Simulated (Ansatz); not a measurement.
This geometry of ClHOZn + H2 (6 atoms, charge 0, multiplicity 1) is a first-order saddle point.

Theory: RKS PBE/def2-SVP (Ansatz).

```xyz
6
Properties=species:S:1:pos:R:3
Zn -0.768 -0.271 -0.167
Cl 0.271 -0.098 2.086
O -0.082 -0.411 -1.816
H 0.893 -0.419 -1.757
H -2.067 -0.178 0.883
H -1.224 -0.127 1.596
```

Question: Which two structures does it join? (They come from a converged band through this point; their orientation in space is the band's.)

Answer: Bonds broken: Zn1–Cl2, H5–H6. Bonds formed: Zn1–H5, Cl2–H6. ClHOZn + H2 becomes ClH + H2OZn.

Image 0:

```xyz
6
Properties=species:S:1:pos:R:3
Zn 0.303 -0.101 0.341
Cl 1.024 0.176 2.305
O -0.348 -0.304 -1.312
H 0.329 -0.575 -1.959
H -2.127 -0.418 0.346
H -2.157 -0.282 1.105
```

Image 8:

```xyz
6
Properties=species:S:1:pos:R:3
Zn -1.127 -0.359 -0.474
Cl 0.377 0.051 2.131
O 0.032 -0.402 -1.829
H 0.955 -0.380 -1.518
H -2.294 -0.343 0.528
H -0.920 -0.071 1.988
```

Question: How far does it lie above each of them?

Answer: 1.17 eV above the first and 0.27 eV above the second. This is the barrier of this one path; another mechanism may lie lower. The orbitals stay closed-shell, which can raise the energy where a bond breaks towards radicals; this wasn't checked here.

Run time: 3.4 min on 1 thread of Arm Neoverse V1, with other jobs on the host, peak memory 0.14 GiB.
